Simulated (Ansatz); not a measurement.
Basis sets compared for Au5Cl4⁺. Total charge 1; singlet. Geometry PBE0-D4/def2-SVP. Ansatz on 4 threads of Arm Neoverse V1 on a shared host; times are rough, and most runs start from earlier orbitals.

```tsv
atom	x (Å)	y (Å)	z (Å)
Au1	1.281	-0.854	2.255
Au2	-0.931	0.171	-1.510
Au3	-1.364	2.578	-2.737
Au4	-1.281	-2.035	0.671
Au5	1.610	1.406	0.027
Cl6	-2.799	-1.029	-0.841
Cl7	0.258	-2.963	2.161
Cl8	2.274	1.286	2.253
Cl9	0.952	1.441	-2.281
```

In the def2 sets Au takes a core potential; there is no spin–orbit coupling. No other spin state of charge 1 was run. Another isomer (singlet) lies 1.12 eV lower at PBE0-D4/def2-TZVP; other spin states weren't run for this one.

```csv
level,functions,energy (Eh),HOMO (eV),LUMO (eV),wall time
PBE-D4/def2-SVP,232,-2518.3377,-10.30,-9.61,6.5 s
PBE0-D4/def2-SVP,232,-2518.2491,-11.37,-9.04,11 s
```

Question: Estimate the rows for PBE-D4/def2-TZVP (with forces), PBE0-D4/def2-TZVP.

Answer: 
```csv
level,functions,energy (Eh),HOMO (eV),LUMO (eV),wall time
PBE-D4/def2-TZVP (with forces),348,-2519.0273,-10.24,-9.54,13 s
PBE0-D4/def2-TZVP,348,-2518.9312,-11.27,-8.93,27 s
```
